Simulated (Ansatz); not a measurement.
`[SiH3]C1(S)CO1` + H₂ → `[SiH3]C1CO1` + H₂S at 700 K and 1 bar (hydrogenolysis of a C–S bond).

Program: Ansatz. Geometries: PBE0-D4/def2-TZVP. ΔE: electronic, gas phase. CCSD(T)/CBS adds triple-zeta CCSD(T) − MP2 to the extrapolated MP2 energy (def2 sets, frozen cores). This one scheme is used for every species. Each species was taken in one conformer, which may not be the lowest.

```json
{"species": "`[SiH3]C1(S)CO1`", "CCSD(T)/CBS energy (Eh)": "-841.67702", "H − E (kJ/mol)": "268.9", "S (J/(mol·K))": "469.9"}
{"species": "H₂", "CCSD(T)/CBS energy (Eh)": "-1.17544", "H − E (kJ/mol)": "46.8", "S (J/(mol·K))": "155.3"}
{"species": "`[SiH3]C1CO1`", "CCSD(T)/CBS energy (Eh)": "-443.90262", "H − E (kJ/mol)": "256.1", "S (J/(mol·K))": "403.4"}
{"species": "H₂S", "CCSD(T)/CBS energy (Eh)": "-398.97279", "H − E (kJ/mol)": "64.8", "S (J/(mol·K))": "236.9"}
```

H − E and S are ideal-gas, rigid-rotor, harmonic terms from PBE0-D4/def2-TZVP, for one conformer and one mirror image of each species. The MP2-based limit puts H₂ 0.8 mEh under its directly extrapolated value; such offsets cancel only in part. 1 Eh = 2625.50 kJ/mol, R = 8.31446 J/(mol·K).

Task: By hand: ΔE, ΔH, ΔS and ΔG.

Result: ΔE = (-443.90262) + (-398.97279) − (-841.67702) − (-1.17544) = -0.02295 Eh = -60.3 kJ/mol. Δ(H − E) = 256.1 + 64.8 − 268.9 − 46.8 = 5.2, so ΔH = -55.1 kJ/mol. ΔS = 403.4 + 236.9 − 469.9 − 155.3 = 15.1 J/(mol·K). ΔG = -55.1 − 700 × (15.1)/1000 = -65.7 kJ/mol.

Task: By hand: the equilibrium constant, and the temperature at which ΔG would vanish if ΔH and ΔS stayed fixed.

Result: log₁₀ K = −ΔG/(RT ln 10) = 4.9. ΔH and −TΔS have one sign here, so there is no such temperature.

ΔH outweighs TΔS. A doubt of 5 kJ/mol in ΔE shifts log₁₀ K by 0.4 here. Other conformers and mirror images would add mixing entropy, several J/(mol·K) or more a flexible species. These are equilibria of isolated gas molecules and say nothing of rates. Largest T1 diagnostic: 0.013 (customary marks: 0.02 for closed shells, 0.045 for open ones).
